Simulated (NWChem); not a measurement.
System: WO$_{3}$; SMILES [O]=[W](=[O])=[O]

Computed with NWChem. def2 effective core potentials on W; no spin-orbit coupling. Each level has its own optimisation; frequencies are unscaled.

Problem. Among these, which level gives the highest value of “highest harmonic frequency (cm⁻¹)”?
A) PBE0/def2-SVP
B) PBE/def2-SVP
C) LDA (Slater exchange, VWN5)/def2-SVP

Solution. A, PBE0/def2-SVP. Values: PBE/def2-SVP 985; LDA (Slater exchange, VWN5)/def2-SVP 1017; PBE0/def2-SVP 1049
